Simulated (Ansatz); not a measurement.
```yaml
crystal:
  periodic: [false, false, false]
  atoms:
    - {symbol: C, position_ang: [4.062753, -0.380928, 0.003654]}
    - {symbol: C, position_ang: [3.892423, 1.163600, -0.382351]}
    - {symbol: C, position_ang: [2.633407, 2.079995, -0.585839]}
    - {symbol: C, position_ang: [1.134285, 1.597224, -0.430728]}
    - {symbol: C, position_ang: [-0.261892, 2.374186, -0.595089]}
    - {symbol: C, position_ang: [-1.458562, 1.342157, -0.307217]}
    - {symbol: C, position_ang: [-3.030752, 1.522738, -0.316152]}
    - {symbol: C, position_ang: [-4.062705, 0.381164, -0.002792]}
    - {symbol: C, position_ang: [-3.892386, -1.163140, 0.384080]}
    - {symbol: C, position_ang: [-2.633402, -2.079878, 0.586219]}
    - {symbol: C, position_ang: [-1.134331, -1.597746, 0.428683]}
    - {symbol: C, position_ang: [0.261853, -2.374710, 0.593169]}
    - {symbol: C, position_ang: [1.458526, -1.342852, 0.304643]}
    - {symbol: C, position_ang: [3.030764, -1.523047, 0.314934]}
    - {symbol: C, position_ang: [0.762082, 0.074437, -0.038324]}
    - {symbol: C, position_ang: [-0.762141, -0.075451, 0.034443]}
    - {symbol: H, position_ang: [5.245024, -0.734877, 0.066968]}
    - {symbol: H, position_ang: [4.972043, 1.740621, -0.551231]}
    - {symbol: H, position_ang: [2.843049, 3.259081, -0.887157]}
    - {symbol: H, position_ang: [-0.392865, 3.560932, -0.891659]}
    - {symbol: H, position_ang: [-3.493050, 2.635580, -0.586076]}
    - {symbol: H, position_ang: [-5.244930, 0.735542, -0.064488]}
    - {symbol: H, position_ang: [-4.971961, -1.739437, 0.555680]}
    - {symbol: H, position_ang: [-2.842960, -3.258412, 0.889744]}
    - {symbol: H, position_ang: [0.392600, -3.561243, 0.890713]}
    - {symbol: H, position_ang: [3.493139, -2.635535, 0.586162]}
basis:
  gaussian: {orbitals: def2-mTZVP}
magnetization: {spin_polarized: true, initial_magnetization: 2}
hamiltonian: {xc: {name: r2SCAN}, pseudopotentials: {relativity: scalar}}
correlation: {method: rpa, electrons: outside_noble_gas}
scf: {omitted_lower_state_checks: [starts]}
```

```sh
$ ansatz run in.yaml --threads 4 --pin off --events-out ev --progress --plain --max-ram 6963MiB
```

Output, abridged:

```
Functional definition: r2SCAN
3177 factors; integrals over basis functions are off by at most 1.1e-3 eV
mean field evaluation 1: about -16726.4818 eV, gradient 4.6e1 eV
mean field evaluation 2: about -16726.4882 eV, gradient 4.6e1 eV
mean field evaluation 4: about -16733.1179 eV, gradient 3.1e1 eV
mean field evaluation 8: about -16739.0826 eV, gradient 5.1e0 eV
mean field evaluation 16: about -16739.2780 eV, gradient 1.1e-1 eV
mean field evaluation 32: about -16739.2780 eV, gradient 9.9e-4 eV
mean field -16739.28202670 eV, -615.1572681884 hartree, gradient 4.2e-6 eV, S^2 2.148677; 0 other end points of the search recorded, 0 dependent functions left out
16 core orbitals not correlated: weight in the atoms' cores, before any rotation towards them, 1.000 or more for the frozen orbitals, at most 0.000 for the correlated occupied ones
reference -16632.52701139 eV, -611.2340937370 hartree; 38, 36 occupied and 280, 282 virtual orbitals, 3177 factors
Total energy: -16721.32123996 eV, -614.4972214499 hartree
Relativity: scalar
Checks for a lower state left out: starts
```

Hardware: 4 threads of Arm Neoverse V2 on a shared host. Wall time 2.9 min, peak host memory 2.2 GiB.

Correlated methods freeze 16 core orbitals. The charge 0 triplet is spin-contaminated (final ⟨S²⟩ up to 2.15, 2.00 for a pure state).
